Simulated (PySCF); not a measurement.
## Heteronuclear NMR

Geometry (Å), atoms numbered from 1 in this order:
```xyz
18

C     2.546    0.382   -0.637
Si    1.495   -1.194   -0.577
C    -0.191   -0.738    0.183
Cl   -1.186   -2.250    0.163
C    -0.155   -0.145    1.550
C    -0.771    1.037    1.458
Si   -1.262    0.801   -0.358
P    -3.269    0.001   -0.918
H     2.105    1.125   -1.294
H     2.644    0.831    0.347
H     3.545    0.169   -1.003
H     1.246   -1.726   -1.918
H     2.126   -2.206    0.276
H     0.296   -0.616    2.411
H    -0.892    1.772    2.237
H    -0.719    1.738   -1.348
H    -3.691   -0.220    0.382
H    -3.877    1.246   -0.967
```

[PySCF 2.14.0 with density-fitted response routines: geometry from GFN2-xTB; NMR shieldings at PBE0/pcSseg-1/GIAO; one averaged value for each set of equivalent atoms; gas phase; a single conformation; no relativistic terms]

**Question.** Where does $^{31}$P resonate?

**Answer.** 
| atoms | environment | σ (ppm) | δ (ppm) |
| --- | --- | --- | --- |
| P8 | phosphorus bonded to Si, 2 H | 609.2 | -234.6 |

Shieldings were converted by a linear fit to measured shifts: $^{31}$P: δ = 270.09 − 0.828σ (rms 18.1 ppm, 64 shifts vs H3PO4, solution or neat liquid). Occasional misses reach two or three times the rms, and more in compound classes unlike the fitted ones.

On a 500 MHz spectrometer $^{31}$P resonates near 202.4 MHz, so 1 ppm is 202.4 Hz.

**Question.** Predict the $^{29}$Si NMR data.

**Answer.** 
```tsv
atoms	environment	σ (ppm)	δ (ppm)
Si7	silicon bonded to 2 C, P, H, in a 4-membered ring	342.8	-1.8
Si2	silicon bonded to 2 C, 2 H	386.5	-37.7
```

Shieldings were converted by a linear fit to measured shifts: $^{29}$Si: δ = 279.94 − 0.822σ (rms 8.9 ppm, 72 shifts, 25.8 ppm with the 6 outliers that the fit left out vs TMS, solution or neat liquid). Occasional misses reach two or three times the rms, and more in compound classes unlike the fitted ones.

On a 600 MHz spectrometer $^{29}$Si resonates near 119.2 MHz, so 1 ppm is 119.2 Hz.
